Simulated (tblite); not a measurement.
Parent: `[CH:1]#[C:2]/[CH:3]=[CH:4]/[SiH:5]([CH3:6])[CH3:7]` with C3–C4–Si5–C6 120°, C6H10Si.

Structures optimised with GFN2-xTB, isolated species. One conformer each, not checked by frequencies here.

```tsv
coordinate of the parent	value
C1≡C2	1.202 Å
C2–C3	1.409 Å
C3=C4	1.336 Å
C4–Si5	1.884 Å
Si5–C6	1.904 Å
Si5–C7	1.904 Å
C1–C2–C3	179.4°
C2–C3–C4	123.5°
C3–C4–Si5	124.7°
C4–Si5–C6	108.9°
C4–Si5–C7	108.9°
C6–Si5–C7	109.6°
```

Q: How does the shared frame change in `[H]/[N:6]=[CH:5]/[C:4](=[CH:3]/[C:2]#[CH:1])[SiH:7]([CH3:8])[CH3:9]` with C3–C4–C5–N6 0°, C3–C4–Si7–C8 -61°, C7H11NSi? Atoms pair as C1 = C1, C2 = C2, C3 = C3, C4 = C4, Si5 = Si7, C6 = C8, C7 = C9 (parent first).

A: 
| parent | relative | value in the relative | change |
| --- | --- | --- | --- |
| C1≡C2 | C1≡C2 | 1.204 Å | +0.002 |
| C2–C3 | C2–C3 | 1.400 Å | -0.009 |
| C3=C4 | C3=C4 | 1.350 Å | +0.014 |
| C4–Si5 | C4–Si7 | 1.899 Å | +0.015 |
| Si5–C6 | Si7–C8 | 1.902 Å | -0.002 |
| Si5–C7 | Si7–C9 | 1.902 Å | -0.002 |
| C1–C2–C3 | C1–C2–C3 | 178.0° | -1.4 |
| C2–C3–C4 | C2–C3–C4 | 124.8° | +1.3 |
| C3–C4–Si5 | C3–C4–Si7 | 123.3° | -1.4 |
| C4–Si5–C6 | C4–Si7–C8 | 109.6° | +0.7 |
| C4–Si5–C7 | C4–Si7–C9 | 109.6° | +0.7 |
| C6–Si5–C7 | C8–Si7–C9 | 110.6° | +1.0 |

Of the parent's bonds, C3–C4 and C4–Si5 change most and about equally (+0.014 to +0.015 Å). Bonds of the relative outside the shared frame: C4–C5 1.456, C5=N6 1.264 Å. Point group Cs → Cs.

Q: How does the shared frame change in `[CH:1]#[C:2]/[CH:3]=[C:4](\[CH:5]([Cl:6])[Cl:7])[SiH:8]([CH3:9])[CH3:10]` with C3–C4–C5–Cl6 120°, C3–C4–Si8–C9 59°, C7H10Cl2Si? Atoms pair as C1 = C1, C2 = C2, C3 = C3, C4 = C4, Si5 = Si8, C6 = C9, C7 = C10 (parent first).

A: 
| parent | relative | value in the relative | change |
| --- | --- | --- | --- |
| C1≡C2 | C1≡C2 | 1.202 Å | 0.000 |
| C2–C3 | C2–C3 | 1.408 Å | -0.001 |
| C3=C4 | C3=C4 | 1.339 Å | +0.003 |
| C4–Si5 | C4–Si8 | 1.902 Å | +0.018 |
| Si5–C6 | Si8–C9 | 1.902 Å | -0.002 |
| Si5–C7 | Si8–C10 | 1.902 Å | -0.002 |
| C1–C2–C3 | C1–C2–C3 | 179.1° | -0.3 |
| C2–C3–C4 | C2–C3–C4 | 125.4° | +1.9 |
| C3–C4–Si5 | C3–C4–Si8 | 122.5° | -2.2 |
| C4–Si5–C6 | C4–Si8–C9 | 107.4° | -1.5 |
| C4–Si5–C7 | C4–Si8–C10 | 107.4° | -1.5 |
| C6–Si5–C7 | C9–Si8–C10 | 110.5° | +0.9 |

Of the parent's bonds, C4–Si5 changes most (+0.018 Å). Bonds of the relative outside the shared frame: C4–C5 1.481, C5–Cl6 1.782, C5–Cl7 1.783 Å. Point group Cs → Cs.

Q: How does the shared frame change in `[CH:1]#[C:2]/[CH:3]=[C:4](/[C:5]([CH3:6])=[O:7])[SiH:8]([CH3:9])[CH3:10]` with C3–C4–C5–C6 -30°, C3–C4–Si8–C9 -97°, C8H12OSi? Atoms pair as C1 = C1, C2 = C2, C3 = C3, C4 = C4, Si5 = Si8, C6 = C9, C7 = C10 (parent first).

A: 
```
   parent    relative  value in the relative  change
    C1≡C2       C1≡C2                1.203 Å  +0.001
    C2–C3       C2–C3                1.404 Å  -0.005
    C3=C4       C3=C4                1.343 Å  +0.007
   C4–Si5      C4–Si8                1.906 Å  +0.022
   Si5–C6      Si8–C9                1.901 Å  -0.003
   Si5–C7     Si8–C10                1.899 Å  -0.005
 C1–C2–C3    C1–C2–C3                 176.2°    -3.2
 C2–C3–C4    C2–C3–C4                 124.5°    +1.0
C3–C4–Si5   C3–C4–Si8                 124.8°    +0.1
C4–Si5–C6   C4–Si8–C9                 108.4°    -0.5
C4–Si5–C7  C4–Si8–C10                 109.2°    +0.3
C6–Si5–C7  C9–Si8–C10                 112.0°    +2.4
```

Of the parent's bonds, C4–Si5 changes most (+0.022 Å). Bonds of the relative outside the shared frame: C4–C5 1.469, C5–C6 1.511, C5=O7 1.215 Å. Point group Cs → C1.

Q: How does the shared frame change in `[CH:1]#[C:2]/[CH:3]=[C:4](\[Cl:5])[SiH:6]([CH3:7])[CH3:8]` with C3–C4–Si6–C7 120°, C6H9ClSi? Atoms pair as C1 = C1, C2 = C2, C3 = C3, C4 = C4, Si5 = Si6, C6 = C7, C7 = C8 (parent first).

A: 
| parent | relative | value in the relative | change |
| --- | --- | --- | --- |
| C1≡C2 | C1≡C2 | 1.202 Å | 0.000 |
| C2–C3 | C2–C3 | 1.406 Å | -0.003 |
| C3=C4 | C3=C4 | 1.336 Å | 0.000 |
| C4–Si5 | C4–Si6 | 1.898 Å | +0.014 |
| Si5–C6 | Si6–C7 | 1.899 Å | -0.005 |
| Si5–C7 | Si6–C8 | 1.899 Å | -0.005 |
| C1–C2–C3 | C1–C2–C3 | 178.8° | -0.6 |
| C2–C3–C4 | C2–C3–C4 | 125.0° | +1.5 |
| C3–C4–Si5 | C3–C4–Si6 | 126.1° | +1.4 |
| C4–Si5–C6 | C4–Si6–C7 | 108.1° | -0.8 |
| C4–Si5–C7 | C4–Si6–C8 | 108.1° | -0.8 |
| C6–Si5–C7 | C7–Si6–C8 | 110.9° | +1.3 |

Of the parent's bonds, C4–Si5 changes most (+0.014 Å). Bonds of the relative outside the shared frame: C4–Cl5 1.736 Å. Point group Cs → Cs.

All values are computed, not measured.
